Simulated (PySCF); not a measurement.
## How methods differ on the excitation energy of Pt

Pt [Xe] 4f14 5d9 6s1 (3D) → Pt [Xe] 4f14 5d8 6s1 7s1 (5F), as a difference of total energies. All numbers are calculated (PySCF 2.14, a scalar-relativistic core potential, in aug-cc-pwCVDZ-PP with ECP60MDF (6s6p5d3f, 70 functions)). Correlated levels: valence: 5s2 5p6 frozen. The calculations carry no spin-orbit coupling.

| method | excitation energy (eV) |
| --- | --- |
| UHF | 5.404 |
| MP2 (valence) | 7.141 |
| SCS-MP2 (valence) | 7.157 |
| CCSD (valence) | 6.829 |
| CCSD(T) (valence) | 6.940 |

Question: How much does correlation contribute at CCSD(T) (valence)?

Answer: 6.940 − (5.404) = 1.536 eV, measured against UHF.

The promoted electron is Rydberg-like, and one or two diffuse shells describe it only roughly, which tends to raise the upper state.
